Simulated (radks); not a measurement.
Q: Xe I, 54 electrons, occupied as [Xe] (the NIST ground configuration). Method: scalar-relativistic Kohn-Sham, PBE, spin-polarised, spherical densities, finite nucleus; Fermi nuclear charge, rms radius 4.7859 fm; computed with a radial shooting solver on a logarithmic mesh with Libxc functionals. Some entries of the table are withheld. Estimate them.

| orbital | occ. | eigenvalue (hartree) | <1/r> (bohr^-1) | <r^2> (bohr^2) |
|---|---|---|---|---|
| 1s | 2 | -1263.089 | 58.10 | 0.0009638 |
| 2s | 2 | -196.5784 | 13.33 | 0.01549 |
| 2p | 6 | -176.3942 | 12.73 | 0.01228 |
| 3s | 2 | -40.20836 | 4.792 | 0.1073 |
| 3p | 6 | -33.68873 | 4.552 | 0.1074 |
| 3d | 10 | (1) | 4.311 | 0.09328 |
| 4s | 2 | (2) | 1.951 | 0.5800 |
| 4p | 6 | -5.19155 | 1.790 | 0.6661 |
| 4d | 10 | -2.18234 | (3) | 0.8980 |
| 5s | 2 | -0.72543 | 0.7028 | 3.926 |
| 5p | 6 | -0.30262 | 0.5610 | 6.181 |

A: 
(1) 3d eigenvalue (hartree): -24.01965
(2) 4s eigenvalue (hartree): -7.25588
(3) 4d <1/r> (bohr^-1): 1.512
